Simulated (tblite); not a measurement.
Species: CH3OSSi (doublet state).
Z-matrix (Å and degrees, GFN2-xTB geometry), rows numbered from 1:
```
O 
C   1  1.1822
S   2  1.6912  1  135.56
Si  3  2.2017  2   95.18  1   179.78
H   4  1.4554  3  105.84  2    59.81
H   4  1.4532  3  102.66  2   179.91
H   4  1.4554  3  105.88  2   -60.07
```

Computed values, GFN2-xTB/tblite, gas phase, harmonic and unscaled. This tight-binding method is rough: wavenumbers can miss measured ones by several per cent, in bad cases by 10 to 20. Modes of hydrogen on silicon can be 10 to 20 % off. One conformer, not necessarily the lowest. Open shells enter through the occupations alone, without spin polarisation, and single modes of such species can be off by tens of per cent.

Harmonic wavenumbers (cm⁻¹): 60.3, 92.6, 184.8, 370.3, 488.2, 530.4, 553.5, 680.8, 726.2, 752.3, 755.7, 1848.8, 2338.4, 2342.1, 2362.4.

A = 12228, B = 2474, C = 2108 MHz; mass 90.967 u (most abundant isotopes); point group Cs, symmetry number 1; spin multiplicity 2.

**Question.** What is the zero-point energy?

**Answer.** ½Σν̃ = 7043 cm⁻¹ = 84.26 kJ/mol.

**Question.** Entropy at 298.15 K, 1 bar (ideal gas, RRHO, classical rotation)?

**Answer.** Translation 165.11, rotation 108.89, vibration 59.95, spin (R ln 2) 5.76: S = 339.7 J/(mol K).

**Question.** And Cp and H(298.15 K) − H(0)?

**Answer.** Cp = 92.04 J/(mol K), of which vibrations give 58.78 (their classical limit is 15 R = 124.7); H(298.15 K) − H(0) = 19.16 kJ/mol without the zero-point energy, 9.24 from vibrations.

**Question.** What must be added to the electronic energy to get the Gibbs energy at 298.15 K and 1 bar?

**Answer.** ZPE + [H(298.15 K) − H(0)] − T·S = 84.26 + 19.16 − 101.28 = 2.14 kJ/mol.

**Question.** How do the functions run with temperature in this model?

**Answer.** 
```tsv
T (K)	S (J/(mol K))	Cp (J/(mol K))	H − H(0) (kJ/mol)	G − H(0) (kJ/mol)	ln q(vib)
100	262.4	55.1	4.44	-21.79	0.93
200	306.4	74.9	10.91	-50.37	2.24
300	340.3	92.3	19.33	-82.75	3.50
500	392.6	112.0	39.99	-156.32	5.89
800	449.2	128.4	76.28	-283.06	8.96
1000	478.6	135.6	102.72	-375.92	10.73
```

q(vib) and H(0) count from the zero-point level.

**Question.** Which modes carry the vibrational entropy at 298.15 K?

**Answer.** 60.3 cm⁻¹: 18.61; 92.6 cm⁻¹: 15.08; 184.8 cm⁻¹: 9.54; 370.3 cm⁻¹: 4.51; 488.2 cm⁻¹: 2.88; 530.4 cm⁻¹: 2.45 J/(mol K); the other 9 give 6.87 together.

**Question.** Blend soft modes into free rotors: weight 1/[1 + (100 cm⁻¹/ν̃)⁴] for the oscillator and the rest for a rotor with moment μB/(μ + B), μ = h/(8π²ν), B = 10⁻⁴⁴ kg m². What vibrational entropy results?

**Answer.** 54.31 J/(mol K) in place of 59.95, which changes −T·S at 298.15 K by +1.68 kJ/mol.

Hindered rotation and anharmonicity are outside this model. Other conformers, if any are populated, would add a mixing term that is left out.

On Arm Neoverse N1, one thread (shared host), this took 0.17 s of wall time. The figure is for the frequency step alone.
